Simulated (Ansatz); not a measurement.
GeH5OSi (`[SiH2][O][GeH3]`) radical, 8 atoms. Charge 0, multiplicity 2. Correlated methods include outer-core shells of Ge, which these sets cover unevenly. Scalar relativity is left out up to krypton. All runs use 4 threads of a server CPU on a shared host. Correlated methods freeze the cores. Open-shell runs search over several starts.

Problem. How many basis functions does each run have, and how long does it take in Ansatz? UKS BLYP-D4/def2-TZVPP energy; UHF-CCSD(T)/def2-SVP energy; UKS ωB97M-V/def2-QZVPP energy; UKS ωB97M-V/def2-SVP energy; UKS SPW92/def2-TZVPP energy; UKS PBE0-D4/def2-TZVP relaxation (12 steps); UHF-CCSD(T)/def2-TZVPP energy; UKS B3LYP-D4/def2-TZVPP energy and forces; UKS PBE0-D4/def2-SVP energy; UKS PBE0-D4/def2-QZVPP energy; UKS ωB97X-V/def2-TZVPP energy; UKS PBE0-D4/def2-TZVP frequencies. (An estimate is asked.)

Solution. The calculation gave: Other jobs shared the machine, so times are rough.

| level | job | functions | wall time | peak host memory (GiB) |
| --- | --- | --- | --- | --- |
| UKS PBE0-D4/def2-SVP | energy | 89 | 1.6 s | 0.24 |
| UKS SPW92/def2-TZVPP | energy | 191 | 1.8 s | 0.25 |
| UKS BLYP-D4/def2-TZVPP | energy | 191 | 2.6 s | 0.26 |
| UKS B3LYP-D4/def2-TZVPP | energy and forces | 191 | 4.5 s | 0.56 |
| UKS ωB97M-V/def2-SVP | energy | 89 | 7 s | 0.43 |
| UHF-CCSD(T)/def2-SVP | energy | 89 | 8 s | 0.56 |
| UKS ωB97X-V/def2-TZVPP | energy | 191 | 9.5 s | 0.76 |
| UKS PBE0-D4/def2-QZVPP | energy | 366 | 15 s | 1.5 |
| UKS ωB97M-V/def2-QZVPP | energy | 366 | 30 s | 1.9 |
| UKS PBE0-D4/def2-TZVP | relaxation (12 steps) | 146 | 39 s | 0.46 |
| UKS PBE0-D4/def2-TZVP | frequencies | 146 | 86 s | 0.46 |
| UHF-CCSD(T)/def2-TZVPP | energy | 191 | 3.2 min | 5.3 |

B3LYP here is the variant with VWN-RPA as its local correlation; programs differ in this.
